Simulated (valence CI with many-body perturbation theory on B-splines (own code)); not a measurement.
Dy60+: electric-dipole lines

Level of theory: configuration interaction combined with many-body perturbation theory (CI+MBPT): four valence electrons over a frozen Dirac-Fock core [He], a basis of 11 s, 11 p, 9 d, 7 f, 5 g, 2 h, 1 i functions for each j, with the one-electron correlation potential Σ1 (screened to all orders), the two-electron term Σ2, the three-electron term Σ3, Breit, model QED; selected single and double excitations, second order for the rest (own B-spline code, finite nucleus).

The last digits are not significant, and no measured levels were compared; by estimate large intervals hold to a few tenths of a per cent, small ones and those within an open d or f shell to about a per cent. Among the levels kept, up to 290 cm⁻¹ of a level comes from second order outside the variational space, and about a tenth of that is noise between levels of different J, which matters for small intervals.

Lines 151 to 200 of 250 in falling wavelength, among levels below 9546.5 eV, chosen from the strongest by gf and those to the six lowest levels. Wavelengths and rates use the calculated energies. Electric multipoles are in the length gauge, E1 and E2 with the static RPA response of the core. Weak lines are less certain than strong ones. Lines between different terms over intervals too small for the method are left out, as are lines whose strength nearly cancels. The highest levels of a list are the least certain.

Levels are named by their leading jj configuration (3d3/2^4 stands for four electrons in 3d with j = 3/2), which in mixed levels can hold well under half, so a name can repeat and another be missing. Letters in brackets count levels of one name in rising energy.

```tsv
λ vac (nm)	Upper	Lower	A (s⁻¹)	log gf	Branch %
0.1614	(2s 2p1/2 2p3/2 3p3/2) J=2 [b]	(2s^2 2p3/2^2) J=2	1.69e+12	-2.48	1.2
0.1613	(2s 2p1/2 2p3/2 3p3/2) J=3 [b]	(2s^2 2p3/2^2) J=2	1.24e+13	-1.47	5.8
0.1612	(2s 2p1/2^2 3p3/2) J=2	(2s^2 2p1/2 2p3/2) J=2	1.01e+12	-2.71	5.5
0.1609	(2s 2p1/2^2 3p3/2) J=2	(2s^2 2p1/2 2p3/2) J=1	1.62e+13	-1.50	87.8
0.1603	(2s 2p1/2 2p3/2 3p3/2) J=3 [c]	(2s^2 2p3/2^2) J=2	8.07e+12	-1.66	5.5
0.1600	(2s 2p1/2 2p3/2 3p3/2) J=2 [d]	(2s^2 2p3/2^2) J=2	2.21e+12	-2.37	1.4
0.1570	(2s 2p1/2 2p3/2 3s) J=2 [b]	(2s 2p1/2^2 2p3/2) J=1	4.87e+12	-2.05	2.8
0.1567	(2s 2p1/2 2p3/2 3s) J=2 [a]	(2s 2p1/2^2 2p3/2) J=2	2.30e+13	-1.37	25.9
0.1562	(2s 2p1/2 2p3/2 3s) J=1 [a]	(2s 2p1/2^2 2p3/2) J=2	2.50e+13	-1.56	14.2
0.1561	(2s 2p1/2 2p3/2 3s) J=0	(2s 2p1/2^2 2p3/2) J=1	3.35e+13	-1.91	17.3
0.1561	(2s 2p1/2 2p3/2 3s) J=1 [b]	(2s 2p1/2^2 2p3/2) J=1	3.21e+13	-1.45	17.8
0.1560	(2s 2p1/2 2p3/2 3s) J=1 [c]	(2s 2p1/2^2 2p3/2) J=1	1.90e+12	-2.68	2.3
0.1560	(2s 2p1/2 2p3/2 3s) J=3	(2s 2p1/2^2 2p3/2) J=2	3.22e+13	-1.09	33.4
0.1559	(2s 2p1/2 2p3/2 3s) J=2 [c]	(2s 2p1/2^2 2p3/2) J=1	2.21e+13	-1.40	23.4
0.1555	(2s^2 2p1/2 3s) J=1	(2s^2 2p1/2^2) J=0	3.40e+13	-1.43	21.1
0.1555	(2s 2p1/2 2p3/2 3s) J=2 [b]	(2s 2p1/2^2 2p3/2) J=2	1.22e+13	-1.65	7.1
0.1552	(2s^2 2p3/2 3s) J=2	(2s^2 2p1/2 2p3/2) J=2	2.10e+13	-1.42	20.3
0.1551	(2s^2 2p3/2 3s) J=1	(2s^2 2p1/2 2p3/2) J=2	3.24e+13	-1.46	16.4
0.1549	(2s^2 2p3/2 3s) J=2	(2s^2 2p1/2 2p3/2) J=1	1.51e+13	-1.57	14.6
0.1549	(2s^2 2p3/2 3p3/2) J=1	(2s 2p1/2^2 2p3/2) J=1	7.27e+12	-2.11	39.8
0.1547	(2s^2 2p3/2 3s) J=1	(2s^2 2p1/2 2p3/2) J=1	8.31e+12	-2.05	4.2
0.1544	(2s^2 2p3/2 3p3/2) J=2	(2s 2p1/2^2 2p3/2) J=1	3.87e+12	-2.16	38.2
0.1539	(2s^2 2p3/2 3p3/2) J=0	(2s 2p1/2^2 2p3/2) J=1	5.88e+12	-2.68	52.5
0.1534	(2s^2 2p3/2 3p3/2) J=3	(2s 2p1/2^2 2p3/2) J=2	4.48e+12	-1.96	59.4
0.1529	(2s^2 2p3/2 3p3/2) J=2	(2s 2p1/2^2 2p3/2) J=2	2.45e+12	-2.37	24.2
0.1507	(2s 2p1/2 2p3/2 3p1/2) J=1 [a]	(2s^2 2p1/2 2p3/2) J=2	2.51e+13	-1.59	23.2
0.1505	(2s 2p1/2 2p3/2 3d3/2) J=2 [a]	(2s 2p1/2^2 2p3/2) J=1	1.29e+12	-2.66	0.3
0.1504	(2s 2p1/2 2p3/2 3p1/2) J=1 [a]	(2s^2 2p1/2 2p3/2) J=1	8.16e+13	-1.08	75.5
0.1502	(2s 2p1/2 2p3/2 3p1/2) J=2 [a]	(2s^2 2p1/2 2p3/2) J=1	2.09e+14	-0.45	99.3
0.1501	(2p1/2^2 2p3/2 3p1/2) J=1	(2s 2p1/2^2 2p3/2) J=1	1.10e+14	-0.95	13.4
0.1501	(2p1/2^2 2p3/2 3p1/2) J=2	(2s 2p1/2^2 2p3/2) J=1	2.94e+14	-0.30	38.9
0.1500	(2s 2p1/2 2p3/2 3p1/2) J=3	(2s^2 2p1/2 2p3/2) J=2	3.14e+14	-0.13	99.6
0.1498	(2s 2p1/2^2 3p1/2) J=1	(2s^2 2p1/2^2) J=0	3.71e+14	-0.43	99.5
0.1494	(2s 2p1/2 2p3/2 3p1/2) J=2 [b]	(2s^2 2p1/2 2p3/2) J=2	1.64e+14	-0.56	88.6
0.1494	(2s 2p1/2 2p3/2 3d3/2) J=2 [b]	(2s 2p1/2^2 2p3/2) J=1	3.40e+13	-1.25	4.0
0.1493	(2s 2p1/2 2p3/2 3d3/2) J=1 [b]	(2s 2p1/2^2 2p3/2) J=1	7.12e+12	-2.15	0.9
0.1491	(2s 2p1/2 2p3/2 3d3/2) J=2 [a]	(2s 2p1/2^2 2p3/2) J=2	2.92e+14	-0.31	72.1
0.1491	(2s 2p1/2 2p3/2 3p1/2) J=2 [b]	(2s^2 2p1/2 2p3/2) J=1	1.90e+13	-1.50	10.3
0.1491	(2s 2p1/2 2p3/2 3d3/2) J=1 [a]	(2s 2p1/2^2 2p3/2) J=2	1.58e+14	-0.80	46.2
0.1490	(2s 2p1/2 2p3/2 3d5/2) J=2 [a]	(2s 2p1/2^2 2p3/2) J=1	3.71e+12	-2.21	0.6
0.1489	(2s 2p1/2 2p3/2 3d3/2) J=3 [a]	(2s 2p1/2^2 2p3/2) J=2	2.54e+14	-0.23	87.2
0.1489	(2s 2p1/2 2p3/2 3p1/2) J=1 [b]	(2s^2 2p1/2 2p3/2) J=2	8.94e+13	-1.05	28.2
0.1489	(2s 2p1/2 2p3/2 3p1/2) J=2 [c]	(2s^2 2p1/2 2p3/2) J=2	1.59e+14	-0.58	69.4
0.1488	(2s 2p1/2 2p3/2 3d5/2) J=1 [a]	(2s 2p1/2^2 2p3/2) J=1	1.46e+14	-0.84	26.0
0.1488	(2p1/2^2 2p3/2 3p1/2) J=1	(2s 2p1/2^2 2p3/2) J=2	6.95e+14	-0.16	84.9
0.1487	(2p1/2^2 2p3/2 3p1/2) J=2	(2s 2p1/2^2 2p3/2) J=2	4.34e+14	-0.14	57.4
0.1486	(2s 2p1/2 2p3/2 3p1/2) J=0	(2s^2 2p1/2 2p3/2) J=1	3.32e+14	-0.96	98.3
0.1486	(2s 2p1/2 2p3/2 3p1/2) J=1 [b]	(2s^2 2p1/2 2p3/2) J=1	2.21e+14	-0.66	69.8
0.1485	(2s 2p1/2 2p3/2 3p1/2) J=2 [c]	(2s^2 2p1/2 2p3/2) J=1	6.51e+13	-0.97	28.3
0.1484	(2s 2p1/2 2p3/2 3d3/2) J=1 [c]	(2s 2p1/2^2 2p3/2) J=1	5.16e+13	-1.29	12.6
```
